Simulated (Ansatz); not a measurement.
Relaxation of F$_{3}$GeH (5 atoms, charge 0, multiplicity 1), to a largest force component of 0.03 eV/Å in at most 50 steps.

Computed with Ansatz, RKS B3LYP-D4/def2-SVP.

```xyz
5
Properties=species:S:1:pos:R:3:forces:R:3
Ge -0.040 0.001 -0.816 0.00 0.00 0.11
F 1.433 0.000 1.649 -0.27 0.00 -0.12
H 2.061 -0.001 0.969 0.26 0.00 0.00
F -1.131 1.335 -0.479 0.00 -0.08 0.01
F -1.130 -1.335 -0.478 0.00 0.08 0.01
```

Problem. Where does it end, and by what steps?

Solution. The forces met the threshold. The force dipped under the threshold on the way, but the program's further checks kept it going. After 28 steps the energy has fallen by 0.424 eV; H3 moved furthest, 1.15 Å.

```csv
step,energy less start (eV),largest force component (eV/Å),accepted
0,0.0000,0.269,yes
1,0.0416,2.581,no
2,-0.0325,0.617,yes
3,-0.0549,1.016,yes
4,-0.0847,1.158,yes
5,-0.0839,0.622,no
6,-0.1097,0.215,yes
7,-0.1121,0.031,yes
8,-0.1112,0.195,no
9,-0.1122,0.014,yes
10,-0.1123,0.092,yes
11,-0.1123,0.291,yes
12,-0.1133,0.278,yes
13,-0.1196,0.089,yes
14,-0.0133,2.359,no
15,-0.1304,0.166,yes
16,-0.1202,1.096,no
17,-0.1364,0.106,yes
18,-0.1427,0.250,yes
19,-0.1537,0.338,yes
20,-0.1783,0.316,yes
21,-0.1811,1.866,yes
22,-0.2278,2.022,yes
23,-0.3347,0.868,yes
24,-0.3948,0.553,yes
25,-0.3906,0.459,no
26,-0.4170,0.205,yes
27,-0.4231,0.046,yes
28,-0.4240,0.028,yes
```

```xyz
5
Properties=species:S:1:pos:R:3
Ge -0.018 0.187 -0.999
F 1.537 0.285 0.824
H 1.016 -0.487 1.028
F -1.128 1.244 -0.143
F -0.214 -1.228 0.134
```

Whether the end is a true minimum wasn't checked by a vibrational analysis.

The run took 66 s on 1 thread of Arm Neoverse V2, with other jobs on the host, peak memory 0.16 GiB.
